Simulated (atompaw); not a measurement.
## An all-electron radial function and its pseudo partner (Zr (Z = 40))

Columns: radius, all-electron u(r) and pseudo u(r) of the 5p shell (level -1.47 eV) of zirconium in the configuration [Ar] 3d10 4s2 4p6 4d2 5s2 5p0; PBE, scalar-relativistic, PAW (atompaw) scheme, atompaw 4.2.0.5.

```tsv
r (bohr)	all-electron	pseudo
0.098	-0.0698	-0.0042
0.196	0.0321	-0.0162
0.294	0.1081	-0.0350
0.392	0.1024	-0.0586
0.490	0.0458	-0.0850
0.588	-0.0270	-0.1115
0.687	-0.0952	-0.1359
0.785	-0.1471	-0.1556
0.883	-0.1805	-0.1690
0.981	-0.1959	-0.1748
1.079	-0.1954	-0.1723
1.177	-0.1819	-0.1614
1.275	-0.1585	-0.1426
1.373	-0.1277	-0.1171
1.471	-0.0921	-0.0861
1.569	-0.0534	-0.0508
1.667	-0.0133	-0.0126
1.765	0.0271	0.0272
1.863	0.0670	0.0670
1.962	0.1063	0.1063
2.060	0.1434	0.1434
2.158	0.1788	0.1788
2.256	0.2121	0.2121
2.354	0.2433	0.2433
2.452	0.2723	0.2723
2.550	0.2992	0.2992
```

Problem. How many radial nodes do the two functions have?

Solution. The all-electron 5p function has n − l − 1 = 3; the pseudo-wave has 1, since 1 lower shell of the same l stays in the valence.

Problem. At about which radius was the pseudo-wave matched?

Solution. 1.85 bohr, where the columns begin to agree (steps of 0.10 bohr).

Problem. Is the pseudo-wave norm-conserving?

Solution. No, it belongs to a PAW set: the norm inside the radius is not constrained, and the difference is carried by the augmentation charge.
